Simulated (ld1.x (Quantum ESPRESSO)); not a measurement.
silicon (Si): one change to a TM semilocal potential, before and after

| Property | Result |
| --- | --- |
| Element | Si (Z = 14) |
| Generator | ld1.x (Quantum ESPRESSO) 7.5 |
| Type | norm-conserving Troullier–Martins (semilocal form) |
| Functional | LDA (PZ) |
| Relativity | non-relativistic |
| Frozen core | [Ne] |
| Valence charge | 4 |
| Reference configuration | 3s2 3p1.5 (charge +0.5) |
| Partial waves | 3s (bound): rc 1.85 bohr; 3d channel at 0.15 Ry: rc 1.75 bohr; 3p (bound): rc 1.55 bohr |
| Local potential | the p channel |
| Core correction | none |

All-electron outer shells of the reference configuration (LDA (PZ), non-relativistic, ld1.x):

| shell | level (eV) | outermost node (bohr) | outermost maximum (bohr) |
| --- | --- | --- | --- |
| 3s | -14.75 | 0.72 | 1.75 |
| 3p | -7.77 | 0.72 | 2.09 |

Change: all radii scaled by about 0.96 (s 1.76, p 1.48, d 1.68 bohr).

Cutoffs: the cutoffs (Ry, on a coarse ladder) from which the occupation-weighted sum of valence levels, in a spherical-Bessel basis at the reference potential, stays within 10 and 1 mRy of its value at 400 Ry; they do not see the model core or the augmentation charge, which bear on the density cutoff. Errors are all-electron minus pseudo energies relative to the spin-unpolarised reference configuration.

Question: How do hardness, ghosts and transferability respond?

Answer: The potential gets harder (30 Ry and 45 Ry → 35 Ry and 50 Ry); of the 9 tests that both files solve, the error grows in 2 and shrinks in 0 by more than 15 % and 0.3 meV (median size 11.8 → 13.4 meV); neither file shows a bound ghost. A smaller radius makes the pseudo-wave follow the all-electron one further in, where it bends more sharply, so more plane waves are needed. A semilocal file is local in each channel, so a ghost entry of none says nothing of the separable form that plane-wave codes build from it.

| quantity | base | changed |
| --- | --- | --- |
| cutoff, loose | 30 Ry | 35 Ry |
| cutoff, tight | 45 Ry | 50 Ry |
| loose cutoff by channel (10 mRy a level) | s 12 Ry, p 6 Ry | s 12 Ry, p 25 Ry |
| bound ghosts | none | none |
| error for 3s2 3p2, meV [ΔE -2.97 eV] | +0.7 | +0.7 |
| error for 3s2 3p1, meV [ΔE 4.87 eV] | +1.6 | +1.6 |
| error for 3s2 3p0, meV [ΔE 21.00 eV] | +28 | +27 |
| error for 3s1 3p2, meV [ΔE 12.22 eV] | +12 | +13 |
| error for 3s0 3p4, meV [ΔE 10.69 eV] | +17 | +23 |
| error for 3s2 3p2.3, meV [ΔE -3.93 eV] | +1.4 | +1.4 |
| error for 3s1 3p3, meV [ΔE 3.78 eV] | +3.4 | +4.6 |
| error for 3s2 3p1.5 (spin-polarised), meV [ΔE -0.40 eV] | +30 | +29 |
| error for 3s2 3p2 (spin-polarised), meV [ΔE -3.58 eV] | +41 | +41 |
